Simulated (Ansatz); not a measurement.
Input and output for `CC1=CC(C)=[O+][Al-]([OH])([Cl])[O]1`.

```yaml
crystal:
  periodic: [false, false, false]
  atoms:
    - {symbol: C, position_ang: [2.069800, -1.215318, -1.296243]}
    - {symbol: C, position_ang: [1.066448, -0.511257, -0.450348]}
    - {symbol: C, position_ang: [-0.208414, -0.229975, -0.940589]}
    - {symbol: C, position_ang: [-1.198023, 0.385163, -0.174400]}
    - {symbol: C, position_ang: [-2.559286, 0.617160, -0.732154]}
    - {symbol: O, position_ang: [-1.022078, 0.776652, 1.027517]}
    - {symbol: Al, position_ang: [0.555380, 0.820050, 1.916440]}
    - {symbol: O, position_ang: [0.476536, 0.143319, 3.465847]}
    - {symbol: Cl, position_ang: [1.320693, 2.782529, 1.820812]}
    - {symbol: O, position_ang: [1.456756, -0.204286, 0.725362]}
    - {symbol: H, position_ang: [2.938767, -0.564673, -1.424990]}
    - {symbol: H, position_ang: [1.672506, -1.491169, -2.270980]}
    - {symbol: H, position_ang: [2.416984, -2.108332, -0.771158]}
    - {symbol: H, position_ang: [-0.449553, -0.528385, -1.950096]}
    - {symbol: H, position_ang: [-2.668423, 0.224392, -1.741094]}
    - {symbol: H, position_ang: [-3.299404, 0.157268, -0.072999]}
    - {symbol: H, position_ang: [-2.759426, 1.691925, -0.733395]}
    - {symbol: H, position_ang: [0.153138, -0.733761, 3.654268]}
basis:
  gaussian: {orbitals: x2c-TZVPPall}
hamiltonian: {xc: {name: HF}}
correlation: {method: ccsd}
```

```sh
$ ansatz run in.yaml --threads 4 --pin off --events-out ev --progress --plain --max-ram 66560MiB --backend cuda --devices 0, --max-vram 37GiB
```

Output, abridged:

```
Functional definition: HF
2687 factors; integrals over basis functions are off by at most 9.4e-4 eV
mean field evaluation 1: about -30537.3325 eV, gradient 6.2e1 eV
mean field evaluation 2: about -30537.7895 eV, gradient 6.2e1 eV
mean field evaluation 4: about -30545.6399 eV, gradient 6.5e0 eV
mean field evaluation 8: about -30545.7842 eV, gradient 5.8e-1 eV
mean field -30545.78529551 eV, -1122.5369049329 hartree, gradient 2.2e-6 eV, S^2 0.000000; 0 other end points of the search recorded, 0 dependent functions left out
18 core orbitals not correlated: weight in the atoms' cores, before any rotation towards them, 1.000 or more for the frozen orbitals, at most 0.000 for the correlated occupied ones
reference -30545.78529551 eV, -1122.5369049329 hartree; 28, 28 occupied and 398, 398 virtual orbitals, 2687 factors
second order -48.08469845 eV of doubles, -0.00000000 eV of singles
cycle   1  -48.12378252 eV  change   -3.9e-2 eV  update   1.6e-1
cycle   2  -49.23874585 eV  change    -1.1e0 eV  update   4.9e-2
cycle   3  -49.52285008 eV  change   -2.8e-1 eV  update   2.9e-2
cycle   4  -49.50694727 eV  change    1.6e-2 eV  update   9.0e-3
cycle   5  -49.49450690 eV  change    1.2e-2 eV  update   5.1e-3
cycle   6  -49.49752482 eV  change   -3.0e-3 eV  update   1.8e-3
cycle   7  -49.49762723 eV  change   -1.0e-4 eV  update   8.0e-4
cycle   8  -49.49716389 eV  change    4.6e-4 eV  update   2.9e-4
cycle   9  -49.49727394 eV  change   -1.1e-4 eV  update   1.2e-4
cycle  10  -49.49746298 eV  change   -1.9e-4 eV  update   5.5e-5
cycle  11  -49.49733981 eV  change    1.2e-4 eV  update   3.1e-5
cycle  12  -49.49735468 eV  change   -1.5e-5 eV  update   1.7e-5
Total energy: -30595.28265019 eV, -1124.3558991670 hartree
Relativity: scalar
```

It took 28 s on 4 threads of an AMD EPYC 7R13 on a shared host and a share of an NVIDIA H100 80 GB, with 0.93 GiB of host memory at the peak.
